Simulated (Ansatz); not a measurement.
W₄. Total charge 0; singlet. Geometry PBE0-D4/def2-SVP, that of the neutral singlet.

Cartesian coordinates in Å:
```
W 1.480 -0.142 -0.491
W -1.384 -0.544 0.491
W -0.534 0.274 -1.446
W 0.437 0.412 1.446
```

In the def2 sets W takes a core potential; there is no spin–orbit coupling. At PBE0-D4/def2-TZVP the unrestricted singlet has broken spin symmetry (⟨S²⟩ up to 0.12). Another isomer (singlet) lies 0.08 eV lower at PBE0-D4/def2-TZVP.

Task: Estimate the orbital energies around the gap (eV) in Ansatz with PBE-D4/def2-TZVP, r2SCAN-D4/def2-TZVP, PBE0-D4/def2-TZVP.

Result: 
| orbital | PBE-D4/def2-TZVP | r2SCAN-D4/def2-TZVP | PBE0-D4/def2-TZVP |
| --- | --- | --- | --- |
| HOMO−5 | -5.58 | -5.69 | -6.40 |
| HOMO−4 | -5.58 | -5.69 | -6.38 |
| HOMO−3 | -4.94 | -5.04 | -5.74 |
| HOMO−2 | -4.90 | -4.93 | -5.62 |
| HOMO−1 | -4.10 | -4.18 | -4.87 |
| HOMO | -4.10 | -4.17 | -4.58 |
| LUMO | -3.01 | -2.78 | -2.23 |
| LUMO+1 | -2.97 | -2.67 | -2.07 |
| LUMO+2 | -2.97 | -2.67 | -1.94 |
| LUMO+3 | -2.08 | -2.00 | -1.41 |
| LUMO+4 | -1.93 | -1.78 | -1.20 |
| LUMO+5 | -1.93 | -1.78 | -1.07 |
| β HOMO | -4.10 | -4.17 | -4.58 |
| β LUMO | -3.01 | -2.78 | -2.23 |
